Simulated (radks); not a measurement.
Values are calculated unless marked as measured or tabulated.
Cs7+, 48 electrons, occupied as [Kr] 4d10 5s1.5 5p0.5 (fractional occupations, a model configuration).

Level of theory: scalar-relativistic Kohn-Sham, PBE, spin-unpolarised, spherical densities, finite nucleus; Fermi nuclear charge, rms radius 4.8041 fm (a radial shooting solver on a logarithmic mesh with Libxc functionals).

Energy parts (hartree):
part                       energy
total                  -7774.7944
kinetic                 8191.6648
electron-nucleus      -18653.2542
Hartree                 2875.9485
exchange-correlation    -189.1535

Orbitals (lengths in bohr, moments of r in powers of bohr; <r^-3> diverges for s and p1/2; r(max) is where P^2 peaks; r(90%) holds 90 % of the orbital's charge):
[
 {"orbital": "1s", "occ.": "2", "eigenvalue (hartree)": "-1318.941", "<1/r>": "59.39", "<r^-3>": "-", "r(max)": "0.01678", "r(90%)": "0.0470"},
 {"orbital": "2s", "occ.": "2", "eigenvalue (hartree)": "-209.7427", "<1/r>": "13.64", "<r^-3>": "-", "r(max)": "0.09488", "r(90%)": "0.173"},
 {"orbital": "2p", "occ.": "6", "eigenvalue (hartree)": "-188.5106", "<1/r>": "13.00", "<r^-3>": "6588", "r(max)": "0.07618", "r(90%)": "0.160"},
 {"orbital": "3s", "occ.": "2", "eigenvalue (hartree)": "-46.25796", "<1/r>": "4.918", "<r^-3>": "-", "r(max)": "0.2725", "r(90%)": "0.439"},
 {"orbital": "3p", "occ.": "6", "eigenvalue (hartree)": "-39.42325", "<1/r>": "4.670", "<r^-3>": "1284", "r(max)": "0.2665", "r(90%)": "0.445"},
 {"orbital": "3d", "occ.": "10", "eigenvalue (hartree)": "-29.39081", "<1/r>": "4.425", "<r^-3>": "176.8", "r(max)": "0.2204", "r(90%)": "0.428"},
 {"orbital": "4s", "occ.": "2", "eigenvalue (hartree)": "-11.38862", "<1/r>": "2.023", "<r^-3>": "-", "r(max)": "0.6418", "r(90%)": "0.996"},
 {"orbital": "4p", "occ.": "6", "eigenvalue (hartree)": "-9.19497", "<1/r>": "1.864", "<r^-3>": "265.0", "r(max)": "0.6718", "r(90%)": "1.07"},
 {"orbital": "4d", "occ.": "10", "eigenvalue (hartree)": "-5.98904", "<1/r>": "1.607", "<r^-3>": "29.32", "r(max)": "0.7173", "r(90%)": "1.23"},
 {"orbital": "5s", "occ.": "1.5", "eigenvalue (hartree)": "-3.86031", "<1/r>": "0.8611", "<r^-3>": "-", "r(max)": "1.449", "r(90%)": "2.18"},
 {"orbital": "5p", "occ.": "0.5", "eigenvalue (hartree)": "-3.23348", "<1/r>": "0.7737", "<r^-3>": "52.67", "r(max)": "1.593", "r(90%)": "2.41"}
]

The highest occupied level is 5p at -87.988 eV. Summed over all electrons, <r^2> = 19.98 bohr^2, which gives a Langevin (diamagnetic) susceptibility term of -15.8 x 10^-6 cm^3/mol. The density falls to 0.001 e/bohr^3 at r = 2.85 bohr. The electron density at the nucleus is 3.065e+05 e/bohr^3 (large components only).
